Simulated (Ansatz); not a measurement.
A nudged elastic band was laid between two geometries of C2H8MgO (12 atoms, charge 0, multiplicity 1).

These are results of Ansatz 0.2.0, UKS BLYP-D4/6-31G*, not measurements.

```
movable images  : 7
climbing image  : yes
spring          : 5.0 eV/Å²
optimiser       : quadratic models (default)
start path      : through a guess of the saddle point
force threshold : 0.03 eV/Å
iteration limit : 60
end points      : relaxed
```

First end point:

```xyz
12
Properties=species:S:1:pos:R:3
Mg -0.038 -0.207 0.186
C 0.765 0.659 1.956
C -0.557 -1.802 -1.126
H -0.002 2.351 -0.825
O -0.482 1.516 -1.009
H 1.735 1.169 1.789
H 0.097 1.413 2.418
H 0.956 -0.100 2.739
H -0.640 -1.510 -2.192
H -1.531 -2.258 -0.861
H 0.182 -2.625 -1.092
H -0.486 1.395 -1.983
```

Last end point:

```xyz
12
Properties=species:S:1:pos:R:3
Mg -0.655 -0.065 -1.275
C 0.753 1.148 1.819
C -0.531 -2.161 -1.295
H 0.192 1.620 0.996
O -0.890 1.755 -1.266
H 1.504 0.448 1.418
H 1.268 1.924 2.407
H 0.058 0.600 2.473
H -0.570 -2.561 -2.323
H -1.355 -2.625 -0.727
H 0.416 -2.506 -0.843
H -0.191 2.424 -1.384
```

(1) Which bonds break or form, and what moves?

(2) What energy profile does the band end with?

(3) What is the geometry of the highest image?

Results:

(1) Bonds broken: Mg1–C2, H4–O5. Bonds formed: C2–H4. C2H8MgO becomes CH4 + CH4MgO.

(2) The forces met the threshold. The highest image is number 4 of 0 to 8, 0.177 eV above the first end and 1.240 eV above the last; the last end lies 1.063 eV below the first. A structure lower than the last end lies on the path between it and the top, so the climb from that side starts below the end, which may itself be a saddle point or a shallow side well. A vibrational analysis at the climbing image gives one clearly imaginary mode, 705i cm⁻¹: a first-order saddle point. The orbitals stay closed-shell, which can raise the energy where a bond breaks towards radicals; this wasn't checked here.

```csv
image,path coordinate (Å),energy (eV),Mg1–C2 (Å),H4–O5 (Å),C2–H4 (Å)
0,0.00,0.000,2.13,0.98,3.35
1,1.01,0.000,2.13,0.98,3.32
2,2.03,0.007,2.14,0.98,2.89
3,3.04,0.030,2.15,0.99,2.40
4,4.05,0.177,2.26,1.15,1.61
5,4.98,-0.910,2.80,2.00,1.12
6,5.90,-1.070,3.13,2.26,1.10
7,6.82,-1.071,3.31,2.39,1.10
8,7.75,-1.063,3.61,2.51,1.10
```

(3) 
```xyz
12
Properties=species:S:1:pos:R:3
Mg -0.041 -0.138 -0.402
C 0.662 0.930 1.464
C -0.466 -2.072 -1.106
H 0.169 1.708 0.140
O -0.146 1.807 -0.957
H 1.658 0.447 1.544
H 0.805 1.936 1.901
H -0.009 0.404 2.173
H -0.413 -2.130 -2.209
H -1.482 -2.398 -0.818
H 0.235 -2.830 -0.709
H -0.972 2.334 -1.021
```

Time of the run: 5.2 min on 2 threads of Intel(R) Xeon(R) Platinum 8488C (Sapphire Rapids), with other jobs on the host, peak memory 0.18 GiB.
